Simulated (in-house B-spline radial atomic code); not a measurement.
Configurations of Pr V (Pr4+), with energies counted from [Xe] 4f1. Computed with a radial B-spline atomic code at the basis-set limit: scalar-relativistic (X2C) HSE06, spin-polarised, spherical fractional occupations, Fermi nucleus of rms radius 4.8919 fm. Shells without spins written out take the highest spin.

Caution: exact exchange at fractional occupations of open shells leaves self-interaction of up to several eV.

Occupations are held fixed; configurations that lie above the ionisation limit could autoionise.

```tsv
configuration	E - E(ref) (eV)	highest orbital	its <r> (bohr)
[Xe] 5d1	13.544	5d up	2.032
[Xe] 5f1	34.407	5f up	3.437
[Kr] 4d10 4f1 5s2 5p5 6f1	54.365	6f up	6.141
[Kr] 4d9 4f1 5s2 5p6 6s1	139.4	6s up	2.949
[Kr] 4d9 4f1 5s2 5p6 6p1	145.66	6p up	3.37
[Kr] 4d9 4f1 5s2 5p6 5f1	153.6	5f up	3.407
[Kr] 4d9 4f1 5s2 5p6 6f1	161.2	6f up	6.044
```

(1) Order these further configurations by energy, lowest first.
A. [Kr] 4d(4 up, 5 down) 4f(0 up, 1 down) 5s2 5p6 6s(1 up, 0 down)
B. [Kr] 4d9 4f1 5s2 5p6 6d1
C. [Kr] 4d10 4f(0 up, 1 down) 5s2 5p(3 up, 2 down) 5d(1 up, 0 down)
D. [Xe] 6s(1 up, 0 down)
E. [Xe] 6f1

(2) How far above the reference does [Kr] 4d10 4f(1 up, 0 down) 5s2 5p(3 up, 2 down) 5f(0 up, 1 down) lie?

(3) How far above the reference does [Kr] 4d9 4f2 5s2 5p6 lie?

Answers

(1) D (20.231 eV), C (26.998 eV), E (41.944 eV), A (139.54 eV), B (153.62 eV).

(2) 47.165 eV; its least bound orbital is 5f down with <r> = 3.546 bohr.

(3) 116.1 eV; its least bound orbital is 4f up with <r> = 0.9194 bohr.
